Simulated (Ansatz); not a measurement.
Consider the atomization: `BC[SiH](C)Cl` → B• + 2 C• + Cl• + 8 H• + Si•.

Program: Ansatz. Geometries: PBE0-D4/def2-TZVP. ΔE: electronic, gas phase. CBS: MP2 limit from def2 TZ/QZ plus the TZ coupled-cluster correction, frozen cores. This one scheme is used for every species, atoms too. DFT in def2-TZVPP. B3LYP here is the variant with VWN-RPA as its local correlation; programs differ in this. Open shells (•) are unrestricted, without spin–orbit coupling. Spin–orbit coupling would lower the free atoms: a little for B, C, Cl, Si. Each species was taken in one conformer, which may not be the lowest.

`BC[SiH](C)Cl`:

Cartesian coordinates in Å:
```
B -1.453 1.562 -0.867
C -0.044 1.034 -0.549
Si -0.187 -0.680 0.208
C 1.469 -1.318 0.758
Cl -1.436 -0.606 1.854
H -2.018 1.207 -1.862
H -2.024 2.290 -0.110
H 0.525 1.635 0.166
H 0.559 0.836 -1.445
H -0.821 -1.608 -0.760
H 1.365 -2.309 1.204
H 1.914 -0.651 1.500
H 2.150 -1.391 -0.095
```

What is ΔE at CCSD(T)/CBS? (Best estimate.)

Ansatz gave: +1125.1 kcal/mol.

What do these levels give: PBE-D4, B3LYP-D4, r2SCAN, PBE0, HF/def2-TZVPP, SCS-MP2/def2-QZVPP? (Estimate.)

Ansatz gave: PBE-D4 1136.0, B3LYP-D4 1126.6, r2SCAN 1130.8, PBE0 1123.8, HF/def2-TZVPP 874.7, SCS-MP2/def2-QZVPP 1125.5 kcal/mol.

Largest T1 diagnostic among the species: 0.014.

In def2-TZVPP, CCSD(T) changes the Hartree–Fock value by +225.4 kcal/mol (the triples alone add +12.0 kcal/mol) and MP2 by +236.7 kcal/mol; breaking electron pairs costs correlation energy, which Hartree–Fock lacks. The D4 term adds +11.4 kcal/mol with B3LYP and +6.0 kcal/mol with PBE0; it sums over pairs of atoms, weighted by their polarisabilities, and B3LYP, whose exchange is more repulsive, gets the larger term. From PBE to PBE0 (25 % exact exchange), in def2-TZVPP and without D4, ΔE moves by −5.1 kcal/mol: exact exchange takes away binding that semilocal exchange gives to molecules.

For atomizations the MP2-based limit and the directly extrapolated one differ by several kJ/mol either way, and by 10 to 25 for some Ge, Se and Sn compounds, so smaller differences from it don't rank the levels.
